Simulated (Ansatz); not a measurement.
`[GeH3][NH][GeH3]` + `C[SiH2]O` → `C[SiH2][O][GeH3]` + `[NH2][GeH3]` at 400 K and 1 bar (ligand exchange at a Ge–N bond).

Isolated molecules relaxed with PBE0-D4/def2-TZVP in Ansatz; ΔE leaves out vibrations. CBS: MP2 limit from def2 TZ/QZ plus the TZ coupled-cluster correction, frozen cores. This one scheme is used for every species. For Ge outer-core shells are correlated without core-valence functions, which leaves a few kJ/mol of doubt a bond. Scalar relativity is left out up to krypton. Each species was taken in one conformer, which may not be the lowest.

```json
{"species": "`[GeH3][NH][GeH3]`", "CCSD(T)/CBS energy (Eh)": "-4211.13400", "H − E (kJ/mol)": "195.5", "S (J/(mol·K))": "385.1"}
{"species": "`C[SiH2]O`", "CCSD(T)/CBS energy (Eh)": "-405.96945", "H − E (kJ/mol)": "203.1", "S (J/(mol·K))": "323.7"}
{"species": "`C[SiH2][O][GeH3]`", "CCSD(T)/CBS energy (Eh)": "-2483.29571", "H − E (kJ/mol)": "250.8", "S (J/(mol·K))": "419.1"}
{"species": "`[NH2][GeH3]`", "CCSD(T)/CBS energy (Eh)": "-2133.81884", "H − E (kJ/mol)": "149.5", "S (J/(mol·K))": "296.9"}
```

H − E and S are ideal-gas, rigid-rotor, harmonic terms from PBE0-D4/def2-TZVP, for one conformer and one mirror image of each species. 1 Eh = 2625.50 kJ/mol, R = 8.31446 J/(mol·K).

By hand: ΔE, ΔH, ΔS and ΔG.

ΔE = (-2483.29571) + (-2133.81884) − (-4211.13400) − (-405.96945) = -0.01110 Eh = -29.1 kJ/mol. Δ(H − E) = 250.8 + 149.5 − 195.5 − 203.1 = 1.7, so ΔH = -27.4 kJ/mol. ΔS = 419.1 + 296.9 − 385.1 − 323.7 = 7.2 J/(mol·K). ΔG = -27.4 − 400 × (7.2)/1000 = -30.3 kJ/mol.

By hand: the equilibrium constant, and the temperature at which ΔG would vanish if ΔH and ΔS stayed fixed.

log₁₀ K = −ΔG/(RT ln 10) = 4.0. ΔH and −TΔS have one sign here, so there is no such temperature.

The number of gas molecules stays the same, so ΔS is small and ΔH decides. A doubt of 5 kJ/mol in ΔE shifts log₁₀ K by 0.7 here. Other conformers and mirror images would add mixing entropy, several J/(mol·K) or more a flexible species. Modes under 60 cm⁻¹, often nearly free rotors, make the harmonic entropy too high. These are equilibria of isolated gas molecules and say nothing of rates. Largest T1 diagnostic: 0.011 (customary marks: 0.02 for closed shells, 0.045 for open ones).

ΔS is within the doubt of such terms, so its sign, and with it that verdict, could turn.
